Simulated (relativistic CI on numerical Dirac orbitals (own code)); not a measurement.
## Energy levels of Hg LXXI

Calculated at this level of theory: Dirac-Coulomb-Breit CI, separate exchange-only KLI orbitals for each configuration, QED by a radiative potential, unscaled Slater integrals (own radial code, finite nucleus).

Configuration list (outside the closed core 1s2): 2s2.2p6, 2s2.2p5.3s, 2s2.2p5.3p, 2s2.2p5.3d, 2s.2p6.3s, 2s.2p6.3p, 2s.2p6.3d, 2s2.2p5.4s, 2s2.2p5.4p, 2s2.2p5.4d, 2s2.2p5.4f, 2s2.2p4.3s2, 2s2.2p4.3s.3p, 2s.2p6.4s, 2s2.2p4.3s.3d, 2s2.2p4.3p2. Levels of other configurations are missing.

```csv
No.,Configuration,Term,J,E (eV),%,Landé g,Lifetime (s)
1,2s2.2p6,1S,0,0.0,100,,
2,2s2.2p5.3s,3P°,2,9740.3,100,1.464,1.13e-10
3,2s2.2p5.3s,1P°,1,9749.9,66,1.122,4.37e-15
4,2s2.2p5.3p,3P,1,9909.4,50,1.469,8.90e-12
5,2s2.2p5.3p,3D,2,9910.8,50,1.129,6.45e-13
6,2s2.2p5.3p,3D,3,10459.1,100,1.304,2.88e-13
7,2s2.2p5.3p,1P,1,10459.8,56,1.294,2.99e-13
8,2s2.2p5.3p,3P,2,10473.9,67,1.305,1.94e-13
9,2s2.2p5.3p,1S,0,10538.1,63,,2.10e-13
10,2s2.2p5.3d,3P°,0,10635.1,100,,3.99e-13
11,2s2.2p5.3d,3F°,3,10646.0,54,1.038,3.83e-13
12,2s2.2p5.3d,3P°,1,10646.1,63,1.118,6.31e-15
13,2s2.2p5.3d,3D°,2,10655.5,54,1.046,3.67e-13
14,2s2.2p5.3d,3F°,4,10766.7,100,1.225,4.23e-12
15,2s2.2p5.3d,1D°,2,10774.9,48,1.186,2.07e-12
16,2s2.2p5.3d,3D°,3,10786.0,71,1.215,3.90e-12
17,2s2.2p5.3d,1P°,1,10817.6,63,1.024,2.55e-16
18,2s2.2p5.3s,3P°,0,11734.9,100,,1.06e-11
19,2s2.2p5.3s,3P°,1,11738.4,66,1.292,1.68e-14
20,2s2.2p5.3p,3D,1,11898.4,74,0.626,7.77e-12
21,2s2.2p5.3p,3P,0,11954.1,63,,1.82e-12
22,2s.2p6.3s,3S,1,12280.7,98,1.949,2.10e-14
23,2s.2p6.3s,1S,0,12323.0,100,,2.22e-14
24,2s.2p6.3p,3P°,1,12455.6,67,1.292,1.25e-15
25,2s.2p6.3p,3P°,0,12456.7,100,,2.06e-14
26,2s2.2p5.3p,3D,2,12458.5,50,1.139,1.84e-13
27,2s2.2p5.3p,3P,1,12461.0,49,1.501,2.08e-13
28,2s2.2p5.3d,3F°,2,12640.3,74,0.739,3.63e-13
29,2s2.2p5.3d,3D°,1,12666.8,49,0.830,4.31e-16
30,2s2.2p5.3d,3P°,2,12768.7,47,1.279,1.73e-12
```

Energies count from the lowest computed level; ° marks odd parity; lifetimes are radiative, by E1, M1, E2, M2 decay to levels of this space only.

The mean weight of the leading LS term, summed over parents, in these 30 levels is 71 %, and that of the leading jj configuration (from the same eigenvectors) 100 %, so jj coupling describes them better and the LS labels are nominal.

At this charge energies of transitions that change n are usually good to better than 1 %, and those within a shell (Δn = 0) to a few per cent.

LS names give the leading component of a level, which can be under half, so a name can repeat, a term be missing and a line seem to break the LS rules.
